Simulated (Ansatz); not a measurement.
**Several solutions for quartet MnO₂**

```xyz
3

Mn    0.0000    0.0000    0.0000
O     1.4501    0.0000    0.6762
O    -1.4501    0.0000    0.6762
```

Basis set: def2-SVP (spherical functions). Charge 0, multiplicity 4.

UHF was run from several starts with Ansatz (development build ahead of 0.2.0).

```json
{"run": "A", "program": "Ansatz", "start": "stability test followed", "converged": "yes", "energy (hartree)": "-1299.14876", "<S²>": "5.47"}
{"run": "B", "program": "Ansatz", "start": "search for the lowest state", "converged": "yes", "energy (hartree)": "-1299.14876", "<S²>": "5.47"}
{"run": "C", "program": "Ansatz", "start": "atomic start, no search", "converged": "yes", "energy (hartree)": "-1299.14724", "<S²>": "5.46"}
```

Problem. Which runs reached the lowest solution of this kind, and what is wrong with the others?

Solution. A, B reached the lowest solution found. Converged but too high: C by 0.04 eV. Convergence only shows a stationary point, and even a stable one can lie too high; stability tests and further starts are what find lower ones. Caution: another spin multiplicity may lie lower. Caution: the unrestricted determinant is a mixture of spin states.
